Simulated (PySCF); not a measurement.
H7N3OSn, SMILES [NH2][Sn]([NH2])([NH2])[OH]. Atoms are numbered in the order given.

```xyz
12

N     -1.2315    -1.5051    -0.5800
Sn     0.0086    -0.0017    -0.0078
N      1.9745    -0.4623     0.1544
N     -0.2900     1.4701    -1.3785
O     -0.4645     0.4447     1.8706
H     -0.8994    -2.4150    -0.2641
H     -1.3208    -1.5544    -1.5939
H      2.5501    -0.0120    -0.5543
H      2.3413    -0.2110     1.0709
H     -1.2773     1.6264    -1.5761
H      0.1040     2.3626    -1.0858
H     -1.3818     0.2127     2.0566
```
Charge 0, spin multiplicity 1.

Geometry: PBE0-D3(BJ)/def2-SVP. The def2 effective core potentials stand for the cores of Sn; spin–orbit coupling is left out. The values are those of a single conformer.

These are PBE0-D3(BJ)/def2-SVP (PySCF) values and carry that method's errors.

Frequencies are harmonic and unscaled.

Computed normal modes with their intensities:
```csv
mode,ν (cm⁻¹),IR (km/mol),moving atoms (share of kinetic energy)
1,71,16.1,"H 65 %, N 25 %, O 10 %"
2,127,5.5,"N 51 %, H 31 %, O 17 %"
3,129,22.0,"H 81 %, N 15 %"
4,159,2.7,"H 48 %, N 39 %, Sn 8 %"
5,164,4.8,"N 42 %, H 29 %, Sn 17 %, O 12 %"
6,169,24.7,"H 35 %, N 32 %, O 24 %, Sn 9 %"
7,182,22.6,"N 40 %, O 23 %, Sn 21 %, H 17 %"
8,200,40.4,"H 83 %, N 15 %"
9,259,126.5,"H 83 %, O 11 %"
10,528,130.3,"N 52 %, H 45 %"
11,543,164.8,"N 49 %, H 48 %"
12,554,148.1,"N 61 %, H 36 %"
13,620,81.9,"O 72 %, H 15 %"
14,632,57.0,"H 43 %, N 39 %, O 10 %, Sn 8 %"
15,636,55.6,"H 44 %, N 43 %, Sn 11 %"
16,648,39.3,"H 44 %, N 42 %, Sn 12 %"
17,793,14.0,H 93 %
18,842,30.5,H 90 %
19,861,25.0,"H 89 %, N 10 %"
20,874,88.0,"H 88 %, N 10 %"
21,1530,12.0,"H 92 %, N 8 %"
22,1538,30.1,"H 92 %, N 8 %"
23,1545,3.7,"H 92 %, N 8 %"
24,3549,8.5,H 96 %
25,3550,13.8,H 96 %
26,3554,13.3,H 96 %
27,3647,17.5,"H 92 %, N 8 %"
28,3649,14.7,"H 92 %, N 8 %"
29,3660,20.7,"H 91 %, N 9 %"
30,3892,55.7,H 94 %
```
